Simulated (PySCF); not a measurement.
# [Ir3]− at several levels of theory

Computed with PySCF 2.14.0 (density fitting, no spin-orbit coupling) at the geometry relaxed with TPSS:

```xyz
3
[Ir3]− (triplet)
Ir    1.3566    0.0101    0.0000
Ir   -0.6696    1.2322    0.0000
Ir   -0.6870   -1.2423    0.0000
```

| level | basis | state | HOMO (eV) | gap (eV) | charge on Ir1 (e) | dipole about the centre of mass (D) | largest force component (eV/Å) |
| --- | --- | --- | --- | --- | --- | --- | --- |
| TPSS | Ir def2-SVP with ECP60 | triplet | 0.94 | 0.04 | -0.29 | 0.35 | 0.23 |
| BLYP | the same | triplet | 0.94 | -0.04 | -0.30 | 0.39 | 0.93 |
| TPSS | Ir def2-TZVP with ECP60 | triplet | 0.86 | 0.02 | -0.30 | 0.37 | 0.51 |

HOMO and gap are taken over both spins. Charges are Mulliken's, which hang on the basis. The relaxation used the grid (50, 194), these runs (75, 302) or, all-electron (x2c bases, spin-free X2C Hamiltonian), (99, 590).

**Question.** A further run in the first row's basis gives HOMO (eV) -1.94, gap (eV) 5.31, charge on Ir1 (e) -0.32, dipole about the centre of mass (D) 0.06, largest force component (eV/Å) 0.35. Which level was it?
A. PBE
B. wB97X
C. TPSSh

**Answer.** B. The others give HOMO 0.88 eV (PBE); 0.63 eV (TPSSh).

The relaxed state isn't the lowest spin state tried at its geometry. No frequency check is given that shows the relaxed geometry to be a minimum. The relaxed state is spin-contaminated (spin squared 3.13 against 2.00). Open shells may have lower solutions than the one found.

The highest filled level of some runs lies above zero, as often for anions with such functionals and bases.

A gap near or under zero over both spins lies within a partly filled shell and is no excitation energy.

Some runs are spin-contaminated.
